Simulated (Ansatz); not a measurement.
Al7N7H20, a nanocrystal cut from wurtzite AlN (hydrogen-capped), relaxed as a singlet with RKS PBE-D4/def2-SVP in Ansatz, starting from the GFN2-xTB geometry. Force threshold 0.03 eV/Å.

Start:

Cartesian coordinates in Å:
```
Al -3.0648 0.0760 -0.7780
N -1.9646 0.3903 -2.3382
N -1.9461 -0.1886 0.7574
Al -0.9290 -1.7215 0.3433
Al -0.0413 0.3691 -1.9785
N 0.1533 -1.3260 -1.1497
N 0.3571 -1.8584 1.8061
Al 2.0620 -1.3195 -0.9306
Al -1.0047 1.4356 0.9336
N 0.0824 1.6566 -0.5916
N 0.2854 1.0923 2.3589
Al 1.5261 -0.3517 2.0718
Al 1.9915 1.6598 -0.3719
N 2.3763 -0.0269 0.4441
H -3.7612 -1.3035 -1.0321
H -3.8147 1.4266 -0.5210
H -2.1741 -0.3089 -3.0545
H -2.2112 1.2906 -2.7563
H -2.5704 -0.3522 1.5520
H -1.6404 -3.0737 0.2220
H 0.5577 0.6414 -3.3591
H -0.0130 -2.0645 -1.8428
H -0.0053 -2.2855 2.6597
H 0.9910 -2.5505 1.3865
H 2.4149 -2.7185 -0.2563
H 2.6990 -0.9245 -2.2958
H -1.7771 2.7061 1.3046
H -0.1231 2.5874 -0.9718
H -0.0908 1.1623 3.3054
H 0.8825 1.9185 2.2257
H 2.4429 -0.5558 3.2789
H 2.6345 1.8154 -1.7818
H 2.2852 2.7336 0.7662
H 3.3900 -0.0311 0.5940
```

(1) Estimate the energy that the relaxation releases and the steps that it takes.

(2) Does the start keep its bonding and symmetry?

(3) Predict the relaxed structure.

## Answers

(1) 90.1 kJ/mol, in 6 steps; 17 s on 2 threads of AMD EPYC 7R13 on a shared host and a share (18 GiB) of an NVIDIA H100 80GB HBM3. No frequencies were taken in this run, so the end may be a saddle point.

(2) By distances, no bond broke or formed. The bond that changes most is Al12–H31, from 1.53 to 1.60 Å (atoms count from 1). Point group Cs at the start, Cs at the end, both within 0.05 Å.

(3) 
```xyz
34

Al   -3.2837    0.0657   -0.7520
N    -2.1389    0.3855   -2.3413
N    -1.9057   -0.1651    0.6416
Al   -0.8600   -1.7360    0.2801
Al   -0.1891    0.3847   -2.0768
N     0.2147   -1.2939   -1.2431
N     0.4256   -1.8649    1.7722
Al    2.1486   -1.4673   -0.8881
Al   -0.9359    1.4761    0.8829
N     0.1438    1.6645   -0.6884
N     0.3555    1.1136    2.3311
Al    1.6216   -0.3514    2.0774
Al    2.0708    1.7860   -0.2782
N     2.4302   -0.0165    0.3954
H    -4.0393   -1.3331   -0.9920
H    -4.0948    1.4270   -0.4793
H    -2.3725   -0.3129   -3.0653
H    -2.4121    1.2835   -2.7719
H    -2.4700   -0.3385    1.4927
H    -1.6708   -3.1087    0.1838
H     0.5032    0.6664   -3.4880
H     0.0487   -2.0367   -1.9456
H    -0.0481   -2.1755    2.6345
H     1.0460   -2.6557    1.5068
H     2.3360   -2.8723   -0.0738
H     2.9959   -1.2610   -2.2328
H    -1.8081    2.7522    1.2850
H    -0.0620    2.6027   -1.0759
H    -0.1247    1.0688    3.2431
H     0.9368    1.9742    2.3756
H     2.5684   -0.5674    3.3461
H     2.9150    2.1194   -1.5992
H     2.2006    2.8080    0.9909
H     3.4544   -0.0214    0.5526
```
Bond lengths (bridged metal pairs left out): 18 × Al–N 1.90 to 1.98 Å; 10 × H–N 1.03 to 1.04 Å; 10 × Al–H 1.60 to 1.63 Å.
